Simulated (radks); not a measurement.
Pm11+, 50 electrons, occupied as [Kr] 4d10 5s2 5p2 (not the ground configuration). Method: scalar-relativistic Kohn-Sham, PBE, spin-polarised, spherical densities, point nucleus; open shells are filled with parallel spins first (spin-orbit coupling, left out, can overturn this in heavy ions); computed with a radial shooting solver on a logarithmic mesh with Libxc functionals. Some entries of the table are withheld. Estimate them.

| orbital | occ. | eigenvalue (eV) | <1/r> (bohr^-1) |
|---|---|---|---|
| 1s up | 1 | -45237.35 | 67.43 |
| 1s down | 1 | -45237.10 | 67.43 |
| 2s up | 1 | -7535.697 | 15.59 |
| 2s down | 1 | -7535.572 | 15.59 |
| 2p up | 3 | -6751.824 | 14.66 |
| 2p down | 3 | -6751.613 | 14.66 |
| 3s up | 1 | -1815.975 | 5.696 |
| 3s down | 1 | -1815.773 | 5.696 |
| 3p up | 3 | -1569.898 | 5.376 |
| 3p down | 3 | -1569.666 | 5.376 |
| 3d up | 5 | -1232.627 | 5.100 |
| 3d down | 5 | -1232.405 | 5.100 |
| 4s up | 1 | -526.5988 | 2.436 |
| 4s down | 1 | -526.1352 | 2.436 |
| 4p up | 3 | -444.0397 | (1) |
| 4p down | 3 | -443.5421 | (2) |
| 4d up | 5 | (3) | 2.021 |
| 4d down | 5 | (4) | 2.025 |
| 5s up | 1 | (5) | 1.125 |
| 5s down | 1 | (6) | 1.129 |
| 5p up | 2 | -181.4505 | 1.034 |
| 5p down | 0 | -178.2344 | 1.034 |

Answer. 
(1) 4p up <1/r> (bohr^-1): 2.259
(2) 4p down <1/r> (bohr^-1): 2.260
(3) 4d up eigenvalue (eV): -327.1099
(4) 4d down eigenvalue (eV): -326.4860
(5) 5s up eigenvalue (eV): -208.7042
(6) 5s down eigenvalue (eV): -205.5713
